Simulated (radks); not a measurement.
Results of a calculation; reference values are marked as such.
Problem. The europium ion Eu43+, configuration [Ar] 3d2. Level of theory: Dirac Kohn-Sham, PBE, spin-unpolarised, spherical densities, finite nucleus; open shells fill j = l - 1/2 first; Fermi nuclear charge, rms radius 5.1115 fm (a radial shooting solver on a logarithmic mesh with Libxc functionals). Some entries of the table are withheld. Estimate them.

| orbital | occ. | eigenvalue (eV) | <1/r> (bohr^-1) | r(max) (bohr) |
|---|---|---|---|---|
| 1s1/2 | 2 | -50841.95 | 70.22 | 0.01420 |
| 2s1/2 | 2 | -10394.91 | 16.86 | 0.08045 |
| 2p1/2 | 2 | -10010.72 | 16.80 | 0.06087 |
| 2p3/2 | 4 | -9353.594 | 14.93 | 0.06652 |
| 3s1/2 | 2 | -3874.150 | 6.597 | (1) |
| 3p1/2 | 2 | (2) | 6.524 | 0.2062 |
| 3p3/2 | 4 | (3) | 6.038 | 0.2167 |
| 3d3/2 | 2 | (4) | 5.915 | 0.1689 |
| 3d5/2 | 0 | (5) | 5.793 | 0.1718 |
| 4s1/2 | 0 | -1987.584 | 3.390 | 0.4479 |
| 4p1/2 | 0 | -1923.438 | 3.347 | (6) |
| 4p3/2 | 0 | -1865.294 | 3.168 | (7) |

Solution. 
(1) 3s1/2 r(max) (bohr): 0.2198
(2) 3p1/2 eigenvalue (eV): -3724.519
(3) 3p3/2 eigenvalue (eV): -3566.016
(4) 3d3/2 eigenvalue (eV): -3338.993
(5) 3d5/2 eigenvalue (eV): -3301.934
(6) 4p1/2 r(max) (bohr): 0.4404
(7) 4p3/2 r(max) (bohr): 0.4559
